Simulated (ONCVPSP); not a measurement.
**platinum (Pt): one change to an ONCV potential, before and after**

```json
{"Element": "platinum", "Generator": "ONCVPSP 4.0.1", "Type": "optimised norm-conserving Vanderbilt (ONCV)", "Functional": "PBE", "Relativity": "fully relativistic", "Frozen core": "[Kr] 4d10 4f14", "Valence charge": "18", "Reference configuration": "5s2 5p6 5d9 6s0.75 6p0.25", "Partial waves": "5s+6s: rc 1.70 bohr, ncon 4, nbas 8, qcut 8.1 1/bohr, 2 projectors; 5p+6p: rc 2.15 bohr, ncon 3, nbas 7, qcut 6.4 1/bohr, 2 projectors; 5d: rc 1.45 bohr, ncon 5, nbas 8, qcut 7.1 1/bohr, 3 projectors, debl 1.3 Ha", "Local potential": "polynomial inside 1.35 bohr (lpopt 5, dvloc0 6 Ha)", "Core correction": "Teter function fitted to the true core (icmod 2), fcfact 0.65"}
```

Open shells are filled in proportion to 2j + 1.

Change: local potential polynomial inside 1.35 bohr (lpopt 5, dvloc0 2.5 Ha).

Cutoffs: the cutoffs (Ha) at which the residual kinetic energy of the hardest occupied pseudo-wave falls to 1 and 0.1 mHa per electron; they do not see the model core or the augmentation charge, which bear on the density cutoff. Errors are all-electron minus pseudo energies relative to the spin-unpolarised reference configuration.

Q: Predict the effect on cutoff, ghosts and configuration errors.

A: The potential gets neither clearly harder nor softer (22 Ha and 51 Ha → 22 Ha and 51 Ha); the bound ghosts move from d to d, s; of the 3 tests that both files solve, the error grows in 0 and shrinks in 1 by more than 15 % and 0.3 meV (median size 0.9 → 0.9 meV). In the separable form a ghost depends on how the local part lies against the semilocal potential of the channel, so the choice of the local part can create or remove one.

```csv
quantity,base,changed
"cutoff, loose",22 Ha,22 Ha
"cutoff, tight",51 Ha,51 Ha
bound ghosts,"d5/2, d3/2","s, d5/2, d3/2"
GHOST(+) flags under 300 eV,none,none
tests with a reliable result,3 of 4,3 of 4
"error for 5s2 5p6 5d9 6s1 6p0, meV [ΔE -1.20 eV]",-0.1,-0.1
"error for 5s2 5p6 5d9 6s0 6p0, meV [ΔE 8.01 eV]",-0.9,-0.9
"error for 5s2 5p6 5d10 6s0 6p0, meV [ΔE -1.24 eV]",-2.7,-2.2
s: phases at 1.72 bohr within 0.05 rad from the reference energy up to (Ha; the scan ends near 5),to the end of the scan,to the end of the scan
p3/2: phases at 2.18 bohr within 0.05 rad from the reference energy up to (Ha; the scan ends near 5),to the end of the scan,to the end of the scan
p1/2: phases at 2.18 bohr within 0.05 rad from the reference energy up to (Ha; the scan ends near 5),3.9,to the end of the scan
d5/2: phases at 1.48 bohr within 0.05 rad from the reference energy up to (Ha; the scan ends near 5),to the end of the scan,to the end of the scan
d3/2: phases at 1.48 bohr within 0.05 rad from the reference energy up to (Ha; the scan ends near 5),to the end of the scan,to the end of the scan
"rms error of d²Exc/dni dnj with the model core, mHa",3.08,3.07
```

 A true bound ghost makes a file unfit for plane-wave use even where its test errors are small: the radial tests pick states by their node count and pass the ghost by.
